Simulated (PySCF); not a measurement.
Members of one family of related compounds. Method: TDDFT CAM-B3LYP/def2-SVPD, vertical, gas phase, core orbitals frozen in the response in PySCF. Geometries: PBE0-D3(BJ)/def2-SVP; one conformer of each isolated species. Triplets are in the Tamm–Dancoff approximation. 'Strongest' means the level of largest summed f among the lowest 10 singlets; it needn't be the same kind of state in each.

Question: Rank by computed energy of the strongest computed level, highest first.
A. `O1B(O)OCC1`
B. `O1CCOB1C(=S)C`
C. `OB(O)B1OCCO1`
D. `c1cccn1B1OCCO1`

Answer: A (9.14 eV), C (8.05 eV), D (6.41 eV), B (5.44 eV).

```json
{"SMILES": "OB1OCCO1", "strongest (eV)": "9.14", "f (strongest)": "0.05", "S1 (eV)": "7.12", "f (S1)": "0.000", "gap (eV)": "10.15", "LUMO (eV)": "0.61", "S1 mainly": "H→L (86%)"}
{"SMILES": "OB(O)B1OCCO1", "strongest (eV)": "8.05", "f (strongest)": "0.06", "S1 (eV)": "6.85", "f (S1)": "0.020", "gap (eV)": "10.22", "LUMO (eV)": "0.60", "S1 mainly": "H-1→L (96%)"}
{"SMILES": "c1ccn(B2OCCO2)c1", "strongest (eV)": "6.41", "f (strongest)": "0.16", "S1 (eV)": "5.83", "f (S1)": "0.079", "gap (eV)": "8.21", "LUMO (eV)": "0.79", "S1 mainly": "H→L+1 (97%)"}
{"SMILES": "CC(=S)B1OCCO1", "strongest (eV)": "5.44", "f (strongest)": "0.20", "S1 (eV)": "1.95", "f (S1)": "0.000", "gap (eV)": "6.17", "LUMO (eV)": "-1.37", "S1 mainly": "H→L (99%)"}
```

H and L stand for HOMO and LUMO.

- `OB1OCCO1`: Löwdin shares by element: HOMO oxygen 57% or more, carbon 18% (atoms not listed hold the other 24%); LUMO boron 51%, oxygen 19% or more, hydrogen 8% or more (atoms not listed hold the other 21%).
- `OB(O)B1OCCO1`: Löwdin shares by element: HOMO oxygen 58% or more, carbon 18% (atoms not listed hold the other 24%); LUMO boron 52%, oxygen 24% or more (atoms not listed hold the other 24%).
- `c1ccn(B2OCCO2)c1`: Löwdin shares by element: HOMO carbon 84% or more (atoms not listed hold the other 16%); LUMO boron 43%, carbon 20% or more, oxygen 5% or more (atoms not listed hold the other 32%).
- `CC(=S)B1OCCO1`: S1 has the pattern of n→π* at C=S.
